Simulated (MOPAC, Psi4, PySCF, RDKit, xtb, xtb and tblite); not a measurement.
Two geometries of SMILES C(S)C(=O)C, relaxed at GFN2-xTB with one dihedral held; other torsions can differ between them too.

Structure A

```
11

C     -1.3034     0.5607     0.1628
C     -0.3895    -0.3237    -0.6313
O     -0.6352    -0.7243    -1.7384
C      0.8977    -0.7285     0.0651
S      1.5949     0.6211     1.0909
H     -1.4098     0.1877     1.1787
H     -2.2734     0.6295    -0.3216
H     -0.8613     1.5552     0.2205
H      0.6748    -1.5677     0.7280
H      1.6361    -1.0355    -0.6758
H      2.6497    -0.0735     1.5114
```

Structure B

```
11

C      0.9210    -1.4182    -1.1888
C      0.5417    -0.5028    -0.0582
O      1.3394     0.0236     0.6713
C     -0.9519    -0.2790     0.0714
S     -1.4225     0.3018     1.7349
H      0.3324    -1.2034    -2.0769
H      1.9816    -1.3234    -1.4061
H      0.7164    -2.4440    -0.8853
H     -1.5084    -1.1938    -0.1266
H     -1.2516     0.4783    -0.6585
H     -0.2657     0.9266     1.9437
```

**Question.** Which is lower in energy at the level Psi4 with DF-MP2 (frozen core)/cc-pVTZ // GFN2-xTB, and by how much?

**Answer.** B is lower, by 8.90 kJ/mol (dihedral C2–C4–S5–H11: 180° in A, 30° in B).

E(B) − E(A) in kJ/mol at the other levels, on the same two geometries: GFN2-xTB (xtb and tblite) -7.17; MMFF94 // GFN2-xTB (RDKit) -13.77; PBE/def2-TZVP // GFN2-xTB (Psi4) -9.28; PBE-D3(BJ)/def2-TZVP // GFN2-xTB (Psi4) -8.71; HF/cc-pVTZ // GFN2-xTB (Psi4) -6.69; UFF // GFN2-xTB (RDKit) 12.16; PM3, restricted, heats of formation // GFN2-xTB (MOPAC) 5.16; PM7, restricted, heats of formation // GFN2-xTB (MOPAC) -10.36; GFN1-xTB // GFN2-xTB (xtb) -5.55; restricted B3LYP/6-31G*, spherical d // GFN2-xTB (PySCF) -11.23; restricted LDA (SVWN5)/6-31G*, spherical d // GFN2-xTB (PySCF) -15.02; restricted B3LYP/3-21G // GFN2-xTB (PySCF) -17.41; restricted B3LYP/6-311+G**, spherical d, density fitting // GFN2-xTB (PySCF) -9.19.
